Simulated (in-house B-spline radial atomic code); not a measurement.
Spin-orbit splittings of orbital energies (j = l + 1/2 less j = l - 1/2) and ratios of mean radii (lower j over upper j) along the 17-electron series, configuration [Ne] 3s2 3p5. Computed with a radial B-spline atomic code at the basis-set limit: Dirac-Hartree-Fock, average of the configuration, finite nuclei.

```csv
ion,Z,splitting of 2p (eV),radius ratio of 2p,splitting of 3p (eV),radius ratio of 3p
Zn13+,30,24.301,0.98355,4.536,0.99042
Ga14+,31,28.161,0.98244,5.3747,0.98982
Ge15+,32,32.472,0.98128,6.324,0.98918
As16+,33,37.27,0.98009,7.3934,0.98853
Se17+,34,42.591,0.97885,8.5931,0.98784
Br18+,35,48.474,0.97758,9.9334,0.98714
Kr19+,36,54.96,0.97626,11.426,0.98641
Rb20+,37,62.091,0.9749,13.081,0.98566
Sr21+,38,69.911,0.9735,14.911,0.98488
Zr23+,40,87.804,0.97058,19.149,0.98325
Nb24+,41,97.974,0.96905,21.583,0.9824
Mo25+,42,109.03,0.96749,24.246,0.98152
Tc26+,43,121.02,0.96588,27.152,0.98062
Ru27+,44,134.01,0.96422,30.318,0.97969
Rh28+,45,148.05,0.96252,33.759,0.97873
```

Task: With what power of Z does the column «splitting of 2p (eV)» change over this range?

Result: A fit of the logarithm of its size against log Z from Z = 30 to 45 has slope 4.45. An unscreened hydrogenic electron would give 4 at low Z; screening makes the apparent power larger near the neutral end, and relativity raises it again at high Z.
